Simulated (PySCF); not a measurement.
Two species compared at the same levels of theory.

First species: C6H9P.
Numbering: `[CH3:1][CH:2]1[CH:3]=[CH:4][PH:5][CH:6]=[CH:7]1` (hydrogens: H8, H9, H10 on C1; H11 on C2; H12 on C3; H13 on C4; H14 on P5; H15 on C6; H16 on C7)

Second species: C₅H₁₀S.
InChI=1S/C5H10S/c6-5-3-1-2-4-5/h5-6H,1-4H2

Levels: CAM-B3LYP/def2-SVPD for HOMO energy, LUMO energy, HOMO–LUMO gap and static isotropic polarisability; TDDFT CAM-B3LYP/def2-SVPD for lowest singlet excitation; TDA CAM-B3LYP/def2-SVPD for lowest triplet excitation (Tamm–Dancoff). Geometries: GFN2-xTB. Each species is one conformer at its optimised geometry, gas phase, non-relativistic unless stated; the electronic structure was computed with PySCF and density fitting.

Values for the first species:

- HOMO energy: -7.67 eV
- LUMO energy: 1.06 eV
- HOMO–LUMO gap: 8.73 eV
- Lowest singlet excitation: 5.69 eV
- Lowest triplet excitation (Tamm–Dancoff): 4.12 eV
- Static isotropic polarisability: 90.9 au

Estimate the same properties for the second species, and the change in each.

| property | first | second | second less first |
| --- | --- | --- | --- |
| HOMO energy | -7.67 eV | -8.05 eV | -0.38 eV |
| LUMO energy | 1.06 eV | 1.06 eV | 0.00 eV |
| HOMO–LUMO gap | 8.73 eV | 9.11 eV | +0.38 eV |
| lowest singlet excitation | 5.69 eV | 5.59 eV | -0.10 eV |
| lowest triplet excitation (Tamm–Dancoff) | 4.12 eV | 5.15 eV | +1.03 eV |
| static isotropic polarisability | 90.9 au | 76.5 au | -14.4 au |

On the first: In wavenumbers S1 is 45900 cm⁻¹ (1 eV = 8065.54 cm⁻¹). S1 lies 3.04 eV below the HOMO–LUMO gap.

On the second: The 8 singlets span 5.59 to 8.29 eV, and their oscillator strengths add up to 0.23. S1 lies 3.52 eV below the HOMO–LUMO gap; its leading configuration is HOMO→LUMO, weight 0.39, beside HOMO→LUMO+2, weight 0.36.
